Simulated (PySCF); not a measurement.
Level of theory: PBE0-D3(BJ)/def2-TZVP (PySCF 2.14.0). Gas-phase values, no solvent. 

Reference species (SMILES): `[SiH](=[SiH]\[SiH3])/[SiH3]` (neutral, multiplicity 1).

The LUMO is -2.11 eV and the HOMO–LUMO gap is 3.90 eV.

Changed species: `[SiH2]=[Si]([SiH3])[SiH3]`.

Give the shifts of the LUMO and HOMO–LUMO gap.

the LUMO increases by 0.06 eV, to -2.05 eV; the HOMO–LUMO gap goes up by 0.10 eV, to 4.00 eV.
